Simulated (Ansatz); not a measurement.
Reaction (silylene formation by 1,1-elimination): `C[SiH2][NH][ZnH]` → `[SiH2]` + `C[NH][ZnH]`

Isolated molecules relaxed with PBE0-D4/def2-TZVP in Ansatz; ΔE leaves out vibrations. CCSD(T)/CBS adds triple-zeta CCSD(T) − MP2 to the extrapolated MP2 energy (def2 sets, frozen cores). This one scheme is used for every species. Functionals use def2-TZVPP. For Zn outer-core shells are correlated without core-valence functions, which leaves a few kJ/mol of doubt a bond. Scalar relativity is left out up to krypton. One conformer a species, not always the lowest.

`C[SiH2][NH][ZnH]`:

```xyz
11

C    -1.170   -0.758   -0.440
Si    0.595   -0.300   -0.859
N     1.196    0.729    0.373
Zn    0.297    1.295    1.855
H    -1.229   -1.291    0.513
H    -1.585   -1.416   -1.208
H    -1.811    0.126   -0.385
H     0.619    0.352   -2.205
H     1.400   -1.552   -0.997
H     2.147    1.052    0.264
H    -0.459    1.763    3.088
```

`[SiH2]`:

Z-matrix (Å, degrees):
```
Si
H 1 1.525
H 1 1.525 2 91.2
```

`C[NH][ZnH]`:

```xyz
8

C     1.040    0.233   -0.209
N    -0.113   -0.247    0.515
Zn   -1.846   -0.244   -0.007
H     1.778   -0.557   -0.405
H     0.745    0.632   -1.183
H     1.563    1.045    0.315
H     0.136   -0.619    1.417
H    -3.304   -0.243   -0.443
```

```tsv
level	ΔE (kJ/mol)
PBE0-D4	398.3
B2PLYP	385.3
r2SCANh	412.2
r2SCAN0	414.1
LC-ωPBE	404.7
MP2/def2-SVP	391.5
MP2/def2-QZVPP	417.4
CCSD/CBS(def2)	390.7
```

What does CCSD(T)/CBS give? (An estimate is asked.)

Ansatz gave: +395.0 kJ/mol. The listed levels differ from it by 3.3, -9.7, 17.2, 19.1, 9.7, -3.5, 22.4, -4.3 kJ/mol.

Largest T1 diagnostic among the species: 0.015.

The D4 term adds +15.7 kJ/mol with B3LYP and +8.5 kJ/mol with PBE0; it sums over pairs of atoms, weighted by their polarisabilities, and B3LYP, whose exchange is more repulsive, gets the larger term. In def2-TZVPP, CCSD(T) changes the Hartree–Fock value by +12.1 kJ/mol (the triples alone add +4.3 kJ/mol) and MP2 by +37.8 kJ/mol.

B3LYP here is the variant with VWN-RPA as its local correlation; programs differ in this.
